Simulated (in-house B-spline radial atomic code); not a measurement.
**Ionising V with different functionals**

Computed with an all-electron radial atomic-structure program (B-spline basis): scalar-relativistic (spin-free X2C) Hamiltonian, Fermi nucleus of rms radius 3.6002 fm, spin-polarised at highest spin, spherical fractional occupations for the functionals, and exact exchange of hybrids averaged over the configuration. The ionisation energy is the difference of two self-consistent energies, [Ar] 3d3 4s2 → [Ar] 3d4, without Breit or QED terms; ε is the level of the shell that loses the electron (its least bound occupied spin orbital). The two configurations differ by more than the removed electron.

| method | rung | ΔSCF (eV) | -ε(4s) (eV) |
| --- | --- | --- | --- |
| PBE0 | global hybrid | 5.91 | 4.90 |
| B3LYP | global hybrid | 6.33 | 4.88 |
| TPSSh | global hybrid | 5.75 | 4.50 |
| BHandHLYP | global hybrid | 6.24 | 5.48 |
| r2SCAN0 | global hybrid | 5.69 | 4.95 |
| B97-1 | global hybrid | ? | ? |
| HSE06 | range-separated hybrid | 5.98 | 4.53 |
| wB97X | range-separated hybrid | 6.30 | 6.92 |
| CAM-B3LYP | range-separated hybrid | 6.24 | 5.96 |
| LC-wPBE | range-separated hybrid | ? | ? |

Question: What does LC-wPBE give?

Answer: ΔSCF 5.50 eV, and -ε(4s) = 6.75 eV.

Question: What does B97-1 give?

Answer: ΔSCF 6.31 eV, and -ε(4s) = 4.85 eV.

Question: Among the functionals, which spreads more, the ΔSCF values or the orbital energies?

Answer: The orbital energies: ΔSCF values span about 0.84 eV and the orbital energies 2.42 eV.

Question: How do they compare with the NIST value?

Answer: NIST lists 6.746 eV (measured, ground level to ground level). Errors run from -1.25 to -0.41 eV; B3LYP is closest (-0.41 eV), but part of that can be cancellation, since the calculations leave out spin-orbit coupling, Breit-QED terms, multiplet and fine-structure energies.
